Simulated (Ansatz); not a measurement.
Zn₁₀H₂₈Se₁₀⁺. Total charge 1; doublet. Geometry PBE-D4/def2-SVP, loosely relaxed, that of the neutral singlet; atoms count from 1.

```xyz
48

Zn   -3.3127    1.1976    2.1372
Zn    1.0113    3.3672    1.8083
Zn    4.3362   -1.5946    0.9452
Zn   -2.6573   -2.8376    0.2252
Zn    3.4484   -3.4106   -0.8964
Zn    0.4763   -0.3350    1.3604
Zn   -2.1534    2.4321   -0.2640
Zn    1.6372    2.0982   -0.7140
Zn    0.6926    0.3503   -3.1001
Zn    3.3940    0.0563   -2.7605
Se    1.3812    1.1821    3.0466
Se   -1.8912   -1.0892    1.8359
Se   -4.8280    0.3122    0.0971
Se    1.8012   -2.4252    1.1568
Se   -1.1443    4.6376   -0.4322
Se    3.6555    0.5861   -0.2689
Se   -0.5635   -4.5150   -0.0395
Se   -2.1462   -1.7558   -2.1093
Se    1.8192   -1.9803   -2.3484
Se   -0.2806    0.6334   -0.7428
H    -4.1541    1.1883    3.4514
H    -1.3594    2.8992    4.5359
H     0.4073    4.6380    2.4948
H     1.9766    3.3094    0.3779
H     4.7279   -2.3998   -0.4987
H     5.0402   -1.4392    2.3279
H    -4.0037   -3.6308    0.3634
H     3.2703   -4.9434   -1.1168
H    -2.1156    2.1144    1.4476
H    -3.3450    1.8827   -1.2015
H     1.2144    3.4514   -2.0666
H    -0.2510    0.2726   -4.3369
H     4.5782   -0.0088   -3.7717
H     2.0963    1.3033   -2.7809
H     2.7343    0.9247    2.4762
H    -1.3724    3.1217    3.7991
H    -2.0403   -1.8258    3.1178
H    -5.6775    1.5077   -0.1133
H    -5.9230   -0.3790    0.8734
H     2.1063   -2.6741    2.5895
H     0.5578    3.7925   -1.6367
H    -1.7482    4.7937   -1.7876
H     4.8274    1.4949   -0.2937
H    -0.5621   -4.8871    1.3971
H    -1.5505   -5.6030   -0.3294
H    -3.2528   -2.5826   -2.6890
H    -3.0662   -0.5915   -1.9450
H     2.2086   -2.6393   -3.6208
```

Single mean-field runs in def2-TZVP are fitted with def2-universal-jkfit. The geometry of the charge 1 doublet is only loosely relaxed. In the doublet geometry the species has come apart into loosely held pieces.

Q: Estimate the Mulliken populations of the heavy atoms from the PBE0/def2-TZVP orbitals of Ansatz.

A: 
| atom | charge (e) | spin (α − β) | d electrons |
| --- | --- | --- | --- |
| Zn1 | 0.10 | 0.00 | 10.05 |
| Zn2 | 0.24 | 0.00 | 10.05 |
| Zn3 | 0.11 | 0.00 | 10.06 |
| Zn4 | 0.15 | 0.00 | 10.06 |
| Zn5 | 0.20 | 0.00 | 10.05 |
| Zn6 | 0.45 | 0.00 | 10.14 |
| Zn7 | 0.18 | -0.04 | 10.06 |
| Zn8 | 0.29 | -0.01 | 10.14 |
| Zn9 | 0.14 | 0.01 | 10.05 |
| Zn10 | 0.16 | 0.00 | 10.04 |
| Se11 | -0.30 | 0.00 | – |
| Se12 | -0.27 | 0.00 | – |
| Se13 | -0.24 | 0.00 | – |
| Se14 | -0.39 | 0.01 | – |
| Se15 | -0.11 | 0.70 | – |
| Se16 | -0.31 | 0.00 | – |
| Se17 | -0.16 | 0.00 | – |
| Se18 | -0.17 | 0.00 | – |
| Se19 | -0.38 | 0.04 | – |
| Se20 | -0.37 | 0.14 | – |
Mulliken values depend strongly on the basis.

Q: Where does the spin sit?

A: Summed by element: Zn -0.03, Se 0.90, H 0.14, of 1 unpaired in all. Largest on single atoms: Se15 0.70, Se20 0.14, H31 0.06.

Q: And the Mayer bond orders between heavy atoms (over 0.3)?

A: Zn1–Se12 0.38 (2.71 Å); Zn1–Se13 0.41 (2.69 Å); Zn2–Se11 0.67 (2.54 Å); Zn3–Se14 0.41 (2.68 Å); Zn3–Se16 0.44 (2.59 Å); Zn4–Se12 0.62 (2.50 Å); Zn4–Se17 0.45 (2.70 Å); Zn4–Se18 0.48 (2.62 Å); Zn5–Se19 0.46 (2.61 Å); Zn6–Se11 0.66 (2.44 Å); Zn6–Se12 0.42 (2.53 Å); Zn6–Se14 0.57 (2.48 Å); Zn6–Se20 0.58 (2.44 Å); Zn7–Se15 0.66 (2.43 Å); Zn7–Se20 0.46 (2.64 Å); Zn8–Se16 0.48 (2.56 Å); Zn8–Se20 0.63 (2.41 Å); Zn9–Se19 0.34 (2.70 Å); Zn9–Se20 0.45 (2.57 Å); Zn10–Se16 0.50 (2.56 Å); Zn10–Se19 0.47 (2.61 Å).
